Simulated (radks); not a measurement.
Task: The mean radii <r> (bohr) of the occupied orbitals of an atom or ion are listed with their occupations. Calculated with a radial shooting solver on a logarithmic mesh with Libxc functionals: Dirac Kohn-Sham, LDA (Slater exchange, Perdew-Wang correlation), spin-unpolarised, spherical densities, finite nucleus; Fermi nuclear charge, rms radius of each element as measured or else 0.836 A^(1/3) + 0.57 fm.

| orbital | occ. | <r> |
|---|---|---|
| 1s1/2 | 2 | 0.02908 |
| 2s1/2 | 2 | 0.1252 |
| 2p1/2 | 2 | 0.1058 |
| 2p3/2 | 4 | 0.1112 |
| 3s1/2 | 2 | 0.3396 |
| 3p1/2 | 2 | 0.3302 |
| 3p3/2 | 4 | 0.3414 |
| 3d3/2 | 4 | 0.3126 |
| 3d5/2 | 6 | 0.3162 |
| 4s1/2 | 2 | 0.8136 |
| 4p1/2 | 2 | 0.8570 |
| 4p3/2 | 4 | 0.8856 |
| 4d3/2 | 4 | 1.040 |
| 4d5/2 | 5 | 1.051 |
| 5p1/2 | 1 | 2.214 |

Name the element and its charge. Open shells, if any, fill j = l - 1/2 first.

Result: Z = 50, tin, charge +4: Sn4+ in [Kr] 4d9 5p1. The 1s radius gives Z: for a bare nucleus <r> = (2 gamma + 1)/(2Z) with gamma = sqrt(1 - (Z/c)^2), 0.02862 bohr for Z = 50, and screening makes it slightly larger (0.02908 here). The occupations add up to 46, and the charge is Z minus that.
